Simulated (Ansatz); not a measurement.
Program: Ansatz 0.2.0.

A structure relaxed at PBE0-D4/def2-TZVP, charge 0, multiplicity 1:

Cartesian coordinates in Å:
```
C -0.9495 0.9062 -1.6552
B -0.0726 0.4514 -0.4522
S -0.3524 -1.1277 0.3172
C 0.8545 -1.1519 1.6579
F 0.3175 -0.6618 2.8205
H -0.3106 1.1555 -2.5098
H -1.7014 0.1852 -1.9804
H -1.4599 1.8406 -1.3926
H 0.8107 1.1313 -0.0147
H 1.1501 -2.1889 1.8275
H 1.7136 -0.5399 1.3818
```

Task: Give its formula and SMILES.

Result: C2H6BFS, `CBSCF`.

Task: Summarise the bond lengths by kind.

Result: 1 × B–C 1.557 Å; 5 × C–H 1.090 to 1.097 Å; 1 × B–S 1.779 Å; 1 × B–H 1.197 Å; 1 × C–S 1.804 Å; 1 × C–F 1.371 Å.
